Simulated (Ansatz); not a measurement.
Calculated with Ansatz (gas phase, PBE0-D4/def2-TZVP geometries, no zero-point term in ΔE). CCSD(T)/CBS adds triple-zeta CCSD(T) − MP2 to the extrapolated MP2 energy (def2 sets, frozen cores). Functionals use def2-TZVPP. B3LYP here is the variant with VWN-RPA as its local correlation; programs differ in this. Elements past krypton have def2 core potentials. For In outer-core shells are correlated without core-valence functions, which leaves a few kJ/mol of doubt a bond. One conformer a species, not always the lowest.

Consider the redistribution: `C[Si](F)([SiH3])[SiH3]` + `[BH2][InH][CH2]F` → `B[Si](C)(F)[SiH3]` + `F[CH2][InH][SiH3]`.

```csv
level,ΔE (kJ/mol),difference from CCSD(T)/CBS
PBE-D4,-21.7,-2.4
r2SCAN-D4,-22.2,-2.9
PBE0-D4,-22.0,-2.7
B3LYP-D4,-21.1,-1.8
ωB97X-V,-19.8,-0.5
ωB97M-V,-21.8,-2.5
B2PLYP,-22.1,-2.8
PBE,-23.4,-4.1
r2SCAN,-22.8,-3.5
PBE0,-23.7,-4.4
B3LYP,-23.9,-4.6
HF/def2-TZVPP,-23.5,-4.2
MP2/def2-TZVPP,-18.7,0.6
SCS-MP2/def2-TZVPP,-18.9,0.4
CCSD/def2-TZVPP,-19.5,-0.2
CCSD(T)/def2-TZVPP,-19.3,0.0
HF/def2-QZVPP,-23.2,-3.9
MP2/def2-QZVPP,-18.6,0.7
SCS-MP2/def2-QZVPP,-18.8,0.5
HF/CBS(def2),-23.1,-3.8
MP2/CBS(def2),-18.8,0.5
CCSD/CBS(def2),-19.5,-0.2
CCSD(T)/CBS,-19.3,0
```

Largest T1 diagnostic among the species: 0.014.

In def2-TZVPP, CCSD(T) changes the Hartree–Fock value by +4.2 kJ/mol (the triples alone add +0.2 kJ/mol) and MP2 by +4.8 kJ/mol.
